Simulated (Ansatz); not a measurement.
```yaml
crystal:
  periodic: [false, false, false]
  atoms:
    - {symbol: B, position_ang: [-0.537680, 0.681787, -0.717999]}
    - {symbol: N, position_ang: [-0.005943, 0.570207, 0.579730]}
    - {symbol: C, position_ang: [0.399850, -0.763919, 0.196457]}
    - {symbol: O, position_ang: [-0.155680, -0.603671, -1.114450]}
    - {symbol: H, position_ang: [-1.114084, 1.512858, -1.342060]}
    - {symbol: H, position_ang: [0.117805, 1.049084, 1.448959]}
    - {symbol: H, position_ang: [-0.093240, -1.575607, 0.740752]}
    - {symbol: H, position_ang: [1.481272, -0.927738, 0.152709]}
basis:
  gaussian: {orbitals: def2-mTZVPP}
magnetization: {spin_polarized: true, initial_magnetization: 0}
hamiltonian: {xc: {name: B97}}
scf: {lower_state_search: full}
output: {forces: true}
```

```sh
$ ansatz run in.yaml --threads 2 --pin off --events-out ev --progress --plain --max-ram 4352MiB
```

Shortened log:

```
Functional definition: B97
895 factors; their error is unknown
mean field evaluation 1: about -5309.2019 eV, gradient 4.4e1 eV
mean field evaluation 2: about -5300.2723 eV, gradient 6.5e1 eV
mean field evaluation 4: about -5316.4726 eV, gradient 3.7e0 eV
mean field evaluation 8: about -5316.5192 eV, gradient 3.9e-2 eV
mean field -5316.51501329 eV, -195.3783230750 hartree, gradient 2.1e-5 eV, S^2 0.000000; 0 other end points of the search recorded, 0 dependent functions left out
reference -5316.51503576 eV, -195.3783239009 hartree; 15, 15 occupied and 91, 91 virtual orbitals, 895 factors
Total energy: -5316.51503576 eV, -195.3783239009 hartree
Atom 0 at    -0.537680     0.681787    -0.717999 Å, force    -0.187954     0.266501    -0.208064 eV/Å
Atom 1 at    -0.005943     0.570207     0.579730 Å, force    -0.046771     0.305151     0.208327 eV/Å
Atom 2 at     0.399850    -0.763919     0.196457 Å, force     0.263954    -0.397920     0.267958 eV/Å
Atom 3 at    -0.155680    -0.603671    -1.114450 Å, force    -0.110470    -0.134837    -0.443887 eV/Å
Atom 4 at    -1.114084     1.512858    -1.342060 Å, force     0.021204    -0.027532     0.025831 eV/Å
Atom 5 at     0.117805     1.049084     1.448959 Å, force     0.015763     0.062509     0.113199 eV/Å
Atom 6 at    -0.093240    -1.575607     0.740752 Å, force    -0.028717    -0.057787     0.037245 eV/Å
Atom 7 at     1.481272    -0.927738     0.152709 Å, force     0.072990    -0.016083    -0.000609 eV/Å
Dipole moment:     0.161722     0.065116     0.508665 e Å
```

Run time 5 s (2 threads of an Arm Neoverse V2 on a shared host); peak host memory 0.28 GiB.
